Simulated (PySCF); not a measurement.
**Ti¹⁸⁺ (titanium, charge +18): Hartree-Fock from Schrödinger to Dirac-Coulomb-Breit**

Occupied: 1s1/2, 2s1/2. Hartree-Fock calculated with PySCF 2.14 in an uncontracted even-tempered set (16 s from 1.3 bohr⁻², ratio 2.7; 11 p from 1.6 bohr⁻², ratio 2.7), Gaussian nucleus throughout. NR is non-relativistic, sf-X2C the spin-free one-electron X2C Hamiltonian, X2C adds the bare one-electron spin-orbit term, X2C-SNSO screens it by Boettger's factors, DC is four-component Dirac-Coulomb, and the Gaunt and Breit terms are added at first order (total energies over the DC spinors, levels after relaxing the spinors in that mean field). QED terms are absent. Levels marked empty are virtual spinors of this ion.

```csv
level (eV),NR,sf-X2C,X2C,X2C-SNSO
1s1/2,-5993.4,-6028.6,-6028.6,-6028.6
2s1/2,-1330.7,-1340.7,-1340.7,-1340.7
2p1/2 (empty),-1213.5,-1216.6,-1222.0,-1221.5
2p3/2 (empty),-1213.5,-1216.6,-1213.9,-1214.2
3s1/2 (empty),-531.05,-534.15,-534.15,-534.15
```

Question: Where do the four-component calculations put these levels?

Answer: 1s1/2: DC -6030.5, DC+Gaunt -6026.6, DC+Breit -6026.6; 2s1/2: DC -1340.8, DC+Gaunt -1340.4, DC+Breit -1340.5; 2p1/2 (empty): DC -1221.6, DC+Gaunt -1220.9, DC+Breit -1221.0; 2p3/2 (empty): DC -1214.2, DC+Gaunt -1213.8, DC+Breit -1213.9; 3s1/2 (empty): DC -534.20, DC+Gaunt -534.09, DC+Breit -534.11 (eV).

```tsv
Hamiltonian	E (hartree)	E − E(DC) (hartree)	CPU seconds
NR	-571.2396	3.7993	0.15
sf-X2C	-574.9587	0.0801	0.08
X2C	-574.9587	0.0801	0.08
X2C-SNSO	-574.9587	0.0801	0.08
DC	-575.0388	0.0000	1.5
DC+Gaunt	-574.8739	0.1649	2.6
DC+Breit	-574.8769	0.1620	23
```

Weight of the small component: 1s1/2 0.00629, 2s1/2 0.00136, 2p1/2 0.00131, 2p3/2 0.00130, 3s1/2 0.000536.

Koopmans' value for the highest occupied level at DC+Breit: 1340.5 eV, against an ionisation energy of 1346.3 ± 0.5 eV (semi-empirical (NIST evaluation); NIST Atomic Spectra Database, ionization energies); the former lacks relaxation, correlation, QED and recoil.

The whole ladder took 28 s of wall time on 1 thread of Intel(R) Xeon(R) Platinum 8488C (shared host), launched as `OMP_NUM_THREADS=1 python relrun2.py TASK.json OUT` (a driver that calls PySCF for each Hamiltonian).

Dirac-Coulomb iterations, started from the X2C spinors:

```
with_ssss True, with_gaunt False, with_breit False
light speed = 137.03599967994
init E= -574.713750144836
cycle= 1 E= -575.038842280237  delta_E= -0.325  |g|= 0.0953  |ddm|= 0.0134
cycle= 2 E= -575.038844346444  delta_E= -2.07e-06  |g|= 0.000344  |ddm|= 0.000249
cycle= 3 E= -575.038844346612  delta_E= -1.67e-10  |g|= 2.58e-06  |ddm|= 9.58e-06
```
